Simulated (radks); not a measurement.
The technetium ion Tc3+, configuration [Kr] 4d4.

Calculated with a radial shooting solver on a logarithmic mesh with Libxc functionals: Dirac Kohn-Sham, PBEsol, spin-unpolarised, spherical densities, point nucleus; open shells are shared between the two j in proportion to 2j + 1.

Energy parts (hartree):
total: -4282.12016
kinetic: 4447.89545
electron-nucleus: -10305.41578
Hartree: 1700.73168
exchange-correlation: -125.33152

Orbitals (lengths in bohr, moments of r in powers of bohr):
| orbital | occ. | eigenvalue (hartree) | <r> |
|---|---|---|---|
| 1s1/2 | 2 | -767.1986 | 0.03429 |
| 2s1/2 | 2 | -110.4180 | 0.1493 |
| 2p1/2 | 2 | -101.9248 | 0.1271 |
| 2p3/2 | 4 | -97.58318 | 0.1318 |
| 3s1/2 | 2 | -20.16064 | 0.4154 |
| 3p1/2 | 2 | -16.89745 | 0.4092 |
| 3p3/2 | 4 | -16.17099 | 0.4198 |
| 3d3/2 | 4 | -10.39396 | 0.3970 |
| 3d5/2 | 6 | -10.25423 | 0.4005 |
| 4s1/2 | 2 | -3.80517 | 1.052 |
| 4p1/2 | 2 | -2.84330 | 1.138 |
| 4p3/2 | 4 | -2.73199 | 1.167 |
| 4d3/2 | 1.6 | -1.29859 | 1.509 |
| 4d5/2 | 2.4 | -1.28576 | 1.521 |

The highest occupied level is 4d5/2 at -34.987 eV. The density falls to 0.001 e/bohr^3 at r = 3.26 bohr.
